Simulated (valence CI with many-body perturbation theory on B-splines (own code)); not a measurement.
# As III: key properties

Method: configuration interaction combined with many-body perturbation theory (CI+MBPT): three valence electrons over a frozen Dirac-Fock core [Ar] 3d10, a basis of 11 s, 11 p, 9 d, 7 f, 5 g, 2 h, 1 i functions for each j, with the one-electron correlation potential Σ1 (screened to all orders), the two-electron term Σ2, the three-electron term Σ3, Breit, model QED; selected single and double excitations, second order for the rest, scaled by the run's own slope (own B-spline code, finite nucleus).

Set against measurement, 13 paired levels are off by 202 cm⁻¹ on average, the worst by 431. These come from a selection out of Moore, Atomic Energy Levels, vol. II, NSRDS-NBS 35 (1971 reprint of NBS Circular 467, 1952), an old analysis. Levels without a partner in it may be off by more.

Rates and lifetimes use the calculated energies. Strong lines usually hold to 10 to 20 %, long lifetimes can be off by a factor of two.

Task: What is the ground level?

Result: 4s2 4p 2P°_1/2, composition 96 % 4s2 4p 2P°, g = 0.666.

Task: Name the longest-lived excited levels whose lifetime is computed, and their main decay.

Result: 4s2 4p 2P°_3/2 at 2932 cm⁻¹ lives 4.39 s, mostly by M1 to 4s2 4p 2P°_1/2; 4s 4p2 4P_3/2 at 66325 cm⁻¹ lives 3.66 μs, mostly by E1 to 4s2 4p 2P°_3/2; 4s 4p2 4P_5/2 at 68019 cm⁻¹ lives 1.31 μs, mostly by E1 to 4s2 4p 2P°_3/2. The lifetime of 4s 4p 4d 4F°_9/2 is too uncertain to give, and may be longer.

Task: What is the ionisation energy?

Result: 28.314 eV; NIST lists 28.349 ± 0.012 eV (measured).

Task: Where does the other parity begin?

Result: At 4s 4p2 4P_1/2, 65157 cm⁻¹.

Task: Among levels below 192825 cm⁻¹, which E1 lines absorb most strongly from the ground level?

Result: to 4s2 4d 2D_3/2 at 85.10 nm, f = 0.912; to 4s 4p2 2P_3/2 at 86.70 nm, f = 0.682; to 4s 4p2 2P_1/2 at 87.84 nm, f = 0.425.
